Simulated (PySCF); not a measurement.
H6N2OSi.
InChI=1S/H6N2OSi/c1-4(2)3/h3-4H,1-2H2

Computed with MP2 and CCSD/aug-cc-pVDZ in PySCF, restricted Hartree–Fock reference, frozen core, non-relativistic, gas phase, PBE0-D3(BJ)/def2-SVP geometry.

E(HF) = -476.32746 Eh.

(1) How large is the problem?

(2) What are the MP2 and CCSD correlation energies?

(3) What is the T1 diagnostic?

(4) How does correlation change the dipole moment?

Results:

(1) 150 basis functions and 42 electrons; 8 orbitals frozen, which leaves o = 13 correlated occupied and v = 129 virtual orbitals. That is o·v = 1677 singles and o·v(o·v + 1)/2 = 1407003 distinct closed-shell doubles amplitudes before symmetry; the costliest CCSD step grows as o²v⁴ = 4.7 × 10^10.

(2) MP2 -0.6754 Eh and CCSD -0.7091 Eh, which gives totals of -477.00291 and -477.03654 Eh. That is 0.742 eV for each correlated electron at CCSD (1862 kJ/mol in all, 0.149 % of the total energy); MP2 gives 95.3 % of the CCSD value.

(3) 0.0126, below the customary warning level of 0.02. It is the norm of the spatial-orbital singles amplitudes over the root of the number of correlated electrons, so the norm is 0.064.

(4) HF gives 1.13 D and CCSD (unrelaxed density) 0.98 D, a change of -0.15 D.

No triples correction and no basis-set extrapolation were made.

The values belong to the conformer `[NH2:1][SiH:2]([NH2:3])[OH:4]`: H–N1–Si2–N3 156°, H–N1–Si2–N3 -52°, H–N3–Si2–N1 161°, H–N3–Si2–N1 -46°, H–O4–Si2–N1 87°.
